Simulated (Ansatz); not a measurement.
A nudged elastic band was laid between two geometries of AlH7N2O (11 atoms, charge 0, multiplicity 1).

These are results of RKS B3LYP-D4/6-31G* in Ansatz 0.2.0, not measurements.

| Quantity | Value |
| --- | --- |
| movable images | 9 |
| climbing image | yes |
| spring | 5.0 eV/Å² |
| optimiser | quadratic models (default) |
| start path | through a guess of the saddle point |
| force threshold | 0.03 eV/Å |
| iteration limit | 60 |
| end points | relaxed |

Initial state:

```xyz
11
Properties=species:S:1:pos:R:3
Al 0.158 -0.239 0.171
N 0.197 -0.138 2.035
H -0.619 0.255 2.497
H 1.015 0.250 2.497
N 1.604 0.342 -0.715
H 2.523 0.472 -0.312
H 1.672 0.351 -1.726
H -1.270 -0.153 -0.532
O 0.227 -2.250 0.566
H -0.613 -2.696 0.364
H 0.185 -1.938 1.524
```

Final state:

```xyz
11
Properties=species:S:1:pos:R:3
Al 0.065 -0.606 0.053
N 0.154 -0.221 2.070
H -0.677 0.247 2.430
H 0.969 0.357 2.276
N 1.575 0.165 -0.594
H 2.463 -0.317 -0.680
H 1.516 0.874 -1.316
H -1.283 0.142 -0.389
O 0.058 -2.331 0.368
H -0.013 -2.930 -0.385
H 0.252 -1.122 2.539
```

Which bonds break or form, and what moves?

Bonds broken: O9–H11. Bonds formed: N2–H11.

What energy profile does the band end with?

The forces met the threshold. The highest image is number 2 of 0 to 10, 1.4 kcal/mol above the first end and 24.0 kcal/mol above the last; the last end lies 22.6 kcal/mol below the first. A vibrational analysis at the climbing image gives one clearly imaginary mode, 764i cm⁻¹: a first-order saddle point. The orbitals stay closed-shell, which can raise the energy where a bond breaks towards radicals; this wasn't checked here.

```
image  path coordinate (Å)  energy (kcal/mol)  O9–H11 (Å)  N2–H11 (Å)
    0                 0.00                0.0        1.01        1.87
    1                 0.29                0.2        1.03        1.73
    2                 0.58                1.4        1.14        1.44
    3                 0.86               -4.6        1.42        1.18
    4                 1.13              -13.7        1.73        1.05
    5                 1.41              -17.2        1.99        1.03
    6                 1.69              -19.2        2.15        1.02
    7                 1.96              -20.6        2.25        1.02
    8                 2.24              -21.7        2.34        1.02
    9                 2.51              -22.4        2.42        1.02
   10                 2.79              -22.6        2.49        1.02
```

What is the geometry of the highest image?


```xyz
11
Properties=species:S:1:pos:R:3:forces:R:3
Al 0.158 -0.298 0.093 0.00 0.01 0.00
N 0.183 -0.238 2.019 0.00 0.00 -0.01
H -0.638 0.126 2.495 0.00 0.00 0.00
H 1.005 0.106 2.511 0.00 0.00 0.00
N 1.617 0.337 -0.734 0.00 0.00 0.00
H 2.568 0.257 -0.397 0.00 0.00 0.00
H 1.627 0.538 -1.727 0.00 0.00 0.00
H -1.267 -0.050 -0.572 0.00 0.00 0.00
O 0.228 -2.183 0.621 0.00 0.01 0.00
H -0.565 -2.715 0.450 0.00 0.01 0.00
H 0.161 -1.623 1.611 0.00 -0.01 0.01
```

What are the harmonic wavenumbers there?

764i, 122, 191, 238, 301, 346, 424, 504, 520, 576, 650, 692, 729, 749, 780, 837, 867, 1549, 1613, 1623, 1901, 1919, 3517, 3565, 3604, 3652, 3780 cm⁻¹.

Run time: 4.2 min on 1 thread of AMD EPYC 9R45 96-Core Processor (Zen 5), on a shared host, peak memory 0.17 GiB.
